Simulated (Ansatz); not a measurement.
Geometry optimisation, Ansatz, RKS PBE0/def2-mTZVP.

Input:

```yaml
crystal:
  periodic: [false, false, false]
  atoms:
    - { symbol: O, position_ang: [-1.1536, -0.5189, -0.2368] }
    - { symbol: As, position_ang: [0.4797, 0.1557, -0.6236] }
    - { symbol: O, position_ang: [-0.00379, 0.36988, -2.36237] }
    - { symbol: H, position_ang: [-1.6416, -0.3093, -1.0847] }
    - { symbol: H, position_ang: [1.11268, -1.23711, -0.90535] }
    - { symbol: H, position_ang: [-0.45108, 1.2496, -2.40528] }
basis:
  gaussian: { orbitals: def2-mTZVP }
hamiltonian:
  xc: pbe0
relax:
  f_tol: 0.015
  max_steps: 40
```

Run as:

```bash
$ ansatz run input.yaml --threads 1 --pin off --max-ram 2048MiB --backend cpu --events-out ev --progress --plain --runs-dir out
```

Q: Where does it end, and by what steps?

A: It converged. After 10 steps the energy has fallen by 0.323 eV; H4 moved furthest, 0.76 Å.

```tsv
step	energy less start (eV)	largest force component (eV/Å)	accepted
0	0.0000	1.292	yes
1	-0.1153	2.155	yes
2	-0.1503	2.278	yes
3	-0.2754	0.817	yes
4	-0.2665	0.926	no
5	-0.3176	0.077	yes
6	-0.3194	0.096	yes
7	-0.3218	0.118	yes
8	-0.3224	0.035	yes
9	-0.3225	0.026	yes
10	-0.3225	0.004	yes
```

```xyz
6
Properties=species:S:1:pos:R:3
O -1.268 -0.298 -0.161
As 0.367 0.194 -0.690
O 0.078 0.531 -2.435
H -1.630 -0.981 -0.739
H 0.887 -1.210 -1.038
H -0.091 1.473 -2.555
```

Whether the end is a true minimum wasn't checked by a vibrational analysis.

The run took 30 s on 1 thread of Intel(R) Xeon(R) Processor, on a shared host, peak memory 0.18 GiB.
